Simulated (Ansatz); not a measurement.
Ansatz (a program for electronic structure) input (CCSD(T)/aug-cc-pV(D+d)Z):
A basis named .json is the Basis Set Exchange file of that set.

Ansatz 0.2 input:
```yaml
crystal:
  periodic: [false, false, false]
  atoms:
    - {symbol: C, position_ang: [-2.99501558, -0.04064080, -0.15431387]}
    - {symbol: C, position_ang: [-1.61028735, 0.30062542, 0.29558959]}
    - {symbol: O, position_ang: [-1.30361174, 1.04540565, 1.18080887]}
    - {symbol: O, position_ang: [-0.65875681, -0.36003653, -0.44609767]}
    - {symbol: Si, position_ang: [0.94726558, -0.17941449, -0.17689888]}
    - {symbol: F, position_ang: [1.42490363, 1.29810036, -0.40646516]}
    - {symbol: F, position_ang: [1.65978584, -1.10034561, -1.23262556]}
    - {symbol: F, position_ang: [1.36563190, -0.65669736, 1.25874021]}
    - {symbol: H, position_ang: [-3.72037188, 0.49591112, 0.44973015]}
    - {symbol: H, position_ang: [-3.11146622, 0.22027090, -1.20714474]}
    - {symbol: H, position_ang: [-3.15200644, -1.11675655, -0.06819043]}
basis:
  gaussian:
    orbitals: aug-cc-pV_D+d_Z.json
magnetization: {spin_polarized: false}
correlation: {method: ccsd_t, electrons: outside_noble_gas}
output: {forces: true}
```

End of the output:

```
the calculation of the forces begins
1.30 GiB of device memory are held for the factors and their scratch space
Total energy: -22211.08493134 eV, -816.2423160127 hartree
Atom 0 at    -2.995016    -0.040641    -0.154314 Å, force    -0.052443    -0.043705    -0.053173 eV/Å
Atom 1 at    -1.610287     0.300625     0.295590 Å, force    -0.259943    -0.535775    -0.638203 eV/Å
Atom 2 at    -1.303612     1.045406     1.180809 Å, force     0.387228     1.020431     1.211675 eV/Å
Atom 3 at    -0.658757    -0.360037    -0.446098 Å, force    -0.337341    -0.527970    -0.631795 eV/Å
Atom 4 at     0.947266    -0.179414    -0.176899 Å, force    -0.255245     0.083947     0.089461 eV/Å
Atom 5 at     1.424904     1.298100    -0.406465 Å, force     0.288315     0.873146    -0.130073 eV/Å
Atom 6 at     1.659786    -1.100346    -1.232626 Å, force     0.356776    -0.517232    -0.594483 eV/Å
Atom 7 at     1.365632    -0.656697     1.258740 Å, force     0.253449    -0.276749     0.849471 eV/Å
Atom 8 at    -3.720372     0.495911     0.449730 Å, force    -0.304878     0.242290     0.273575 eV/Å
Atom 9 at    -3.111466     0.220271    -1.207145 Å, force    -0.029142     0.131576    -0.435919 eV/Å
Atom 10 at    -3.152006    -1.116757    -0.068190 Å, force    -0.046775    -0.449959     0.059464 eV/Å
Dipole moment:    -0.544709    -0.201474    -0.255900 e Å
```
